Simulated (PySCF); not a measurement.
C₂H₈O₂Si, singlet, geometry from GFN2-xTB; PBE0/6-31G, polarisability in PySCF.

Input for PySCF:
```python
from pyscf import gto, scf, dft
from pyscf.prop import polarizability

mol = gto.M(
    atom='''
Si    0.24120922    0.38200548   -0.35417296
C     2.01583613   -0.22214367   -0.58316446
O     0.05277555    1.36778053    0.93812686
O    -0.61415668   -0.95821090   -0.06120456
C    -1.93445120   -1.04713912    0.38781640
H    -0.25897312    1.09964460   -1.53345909
H     2.08364845   -0.95556127   -1.37781040
H     2.66815177    0.60494891   -0.84541391
H     2.40654743   -0.67933323    0.32087463
H     0.57384359    2.15854095    1.03523091
H    -2.09843365   -0.38863886    1.24232137
H    -2.12057845   -2.08073740    0.68215241
H    -2.62839578   -0.76780076   -0.40876446
''',
    basis='6-31g',
    verbose=4,
)

mf = dft.RKS(mol)
mf.xc = 'pbe0'
mf.kernel()
alpha = mf.Polarizability().polarizability()[2, 2]
print('alpha_zz =', alpha)
```

Output, abridged:

```
site-packages/pyscf/prop/efg/rhf.py:45: UserWarning: Module EFG is under testing
  warnings.warn('Module EFG is under testing')
site-packages/pyscf/prop/efg/dhf.py:30: UserWarning: Module EFG is under testing
  warnings.warn('Module EFG is under testing')
site-packages/pyscf/prop/zfs/uhf.py:40: UserWarning: Module ZFS is under testing
  warnings.warn('Module ZFS is under testing')
site-packages/pyscf/prop/gtensor/uhf.py:43: UserWarning: Module g-tensor is under testing
  warnings.warn('Module g-tensor is under testing')
site-packages/pyscf/prop/gtensor/uks.py:41: UserWarning: Module g-tensor is under testing
  warnings.warn('Module g-tensor is under testing')
site-packages/pyscf/prop/hfc/uks.py:35: UserWarning: Module HFC is under testing
  warnings.warn('Module HFC is under testing')
site-packages/pyscf/prop/magnetizability/rhf.py:39: UserWarning: Module magnetizability is under testing
  warnings.warn('Module magnetizability is under testing')
site-packages/pyscf/prop/magnetizability/uhf.py:37: UserWarning: Module magnetizability is under testing
  warnings.warn('Module magnetizability is under testing')
site-packages/pyscf/prop/magnetizability/rks.py:37: UserWarning: Module magnetizability is under testing
  warnings.warn('Module magnetizability is under testing')
site-packages/pyscf/prop/magnetizability/uks.py:39: UserWarning: Module magnetizability is under testing
  warnings.warn('Module magnetizability is under testing')
site-packages/pyscf/prop/polarizability/uhf.py:34: UserWarning: Module polarizability is under testing
  warnings.warn('Module polarizability is under testing')
site-packages/pyscf/prop/polarizability/rks.py:29: UserWarning: Module polarizability is under testing
  warnings.warn('Module polarizability is under testing')
site-packages/pyscf/prop/polarizability/uks.py:29: UserWarning: Module polarizability is under testing
  warnings.warn('Module polarizability is under testing')
PySCF version 2.14.0

[INPUT] verbose = 4
[INPUT] num. atoms = 13
[INPUT] num. electrons = 50
[INPUT] charge = 0
[INPUT] spin (= nelec alpha-beta = 2S) = 0
[INPUT] symmetry False subgroup None
[INPUT] Mole.unit = angstrom
[INPUT] Symbol           X                Y                Z      unit          X                Y                Z       unit  Magmom
[...]
nuclear repulsion = 255.211881966771
number of shells = 43
number of NR pGTOs = 166
number of NR cGTOs = 65
basis = 6-31g
ecp = {}

******** <class 'pyscf.dft.rks.RKS'> ********
method = RKS
initial guess = minao
damping factor = 0
level_shift factor = 0
DIIS = <class 'pyscf.scf.diis.CDIIS'>
diis_start_cycle = 1
diis_space = 8
diis_damp = 0
SCF conv_tol = 1e-09
SCF conv_tol_grad = None
SCF max_cycles = 50
direct_scf = True
direct_scf_tol = 1e-13
XC library pyscf.dft.libxc version 7.1.2
    S. Lehtola, C. Steigemann, M. J. T. Oliveira, and M. A. L. Marques,  SoftwareX 7, 1–5 (2018)
XC functionals = pbe0
    C. Adamo and V. Barone,  J. Chem. Phys. 110, 6158 (1999)
    M. Ernzerhof and G. E. Scuseria,  J. Chem. Phys. 110, 5029 (1999)
radial grids:
    Treutler-Ahlrichs [JCP 102, 346 (1995); DOI:10.1063/1.469408] (M4) radial grids

becke partition: Becke, JCP 88, 2547 (1988); DOI:10.1063/1.454033
pruning grids: <function nwchem_prune>
grids dens level: 3
symmetrized grids: False
atomic radii adjust function: <function treutler_atomic_radii_adjust>
small_rho_cutoff = 0
Set gradient conv threshold to 3.16228e-05
Initial guess from minao.
tot grids = 154048
init E= -520.980881776192
[...]
cycle= 1 E= -520.334988037556  delta_E= 0.646  |g|= 0.924  |ddm|=  3.1
[...]
cycle= 2 E= -520.132872318537  delta_E= 0.202  |g|= 1.38  |ddm|= 2.13
[...]
cycle= 3 E= -520.505394005221  delta_E= -0.373  |g|= 0.09  |ddm|=  1.4
[...]
cycle= 4 E= -520.507012986767  delta_E= -0.00162  |g|= 0.0395  |ddm|= 0.111
[...]
cycle= 5 E= -520.507396104334  delta_E= -0.000383  |g|= 0.00604  |ddm|= 0.0373
[...]
cycle= 6 E= -520.507403066016  delta_E= -6.96e-06  |g|= 0.00275  |ddm|= 0.00809
[...]
cycle= 7 E= -520.507404593707  delta_E= -1.53e-06  |g|= 0.000332  |ddm|= 0.00272
[...]
cycle= 8 E= -520.507404622118  delta_E= -2.84e-08  |g|= 0.000108  |ddm|= 0.000521
[...]
cycle= 9 E= -520.507404625213  delta_E= -3.09e-09  |g|= 2.16e-05  |ddm|= 0.000116
[...]
cycle= 10 E= -520.507404625342  delta_E= -1.29e-10  |g|= 3.82e-06  |ddm|= 3.04e-05
[...]
Extra cycle  E= -520.507404625339  delta_E= 2.73e-12  |g|= 4.22e-06  |ddm|= 9.62e-06
converged SCF energy = -520.507404625339
Isotropic polarizability 45.6828424997
Polarizability anisotropy 7.29628255776
alpha_zz = 41.85351824239697
```
